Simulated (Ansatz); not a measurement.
Problem. Predict a relaxed structure of Sn₆, charge 0, singlet, at PBE-D4/def2-SVP (Ansatz).

Solution. 
Cartesian coordinates in Å:
```
Sn 0.303 -1.219 -1.168
Sn -2.328 -0.481 -0.101
Sn -0.255 1.603 -1.739
Sn -0.302 1.220 1.168
Sn 0.255 -1.603 1.739
Sn 2.328 0.480 0.101
```
Point group D4h (tolerance 0.1 Å). This is one stationary point.

In the def2 sets Sn takes a core potential; there is no spin–orbit coupling.
